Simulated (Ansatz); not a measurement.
Stepwise reaction of `NB(O[SiH3])O[SiH3]` with hydrogen, as a gas-phase model of exchange steps in deposition or etching. ΔE in kJ/mol; ΔG adds harmonic PBE0-D4 terms to CCSD(T)/CBS, at 1 bar.

Computed with Ansatz on PBE0-D4/def2-TZVP structures; ΔE is electronic, products minus reactants. CBS: MP2 limit from def2 TZ/QZ plus the TZ coupled-cluster correction, frozen cores. This one scheme is used for every species. Functionals use def2-TZVPP. B3LYP here is the variant with VWN-RPA as its local correlation; programs differ in this. Each species was taken in one conformer, which may not be the lowest.

```tsv
step	reaction	PBE-D4	B3LYP-D4	ωB97M-V	CCSD(T)/CBS	ΔG(600 K)
1	`NB(O[SiH3])O[SiH3]` + H₂ → `NBO[SiH3]` + `O[SiH3]`	93.7	101.9	98.8	99.0	92.9
2	`NBO[SiH3]` + H₂ → `BN` + `O[SiH3]`	97.7	102.4	100.1	99.6	96.5
```

(1) By hand: ΔE of the 2 steps together at CCSD(T)/CBS.

## Answers

(1) (99.0) + (99.6) = 198.6 kJ/mol, or 99.3 kJ/mol a step.

In ΔE the steps differ by no more than 0.6 kJ/mol. All are uphill at CCSD(T)/CBS. ΔG lies between 92.9 and 96.5 kJ/mol a step. PBE-D4 differs from CCSD(T)/CBS by -5.3 to -1.9 kJ/mol a step. Only this route is followed, and other bonds may react first. Isolated molecules leave out the surface, adducts and barriers. Largest T1 diagnostic: 0.012.
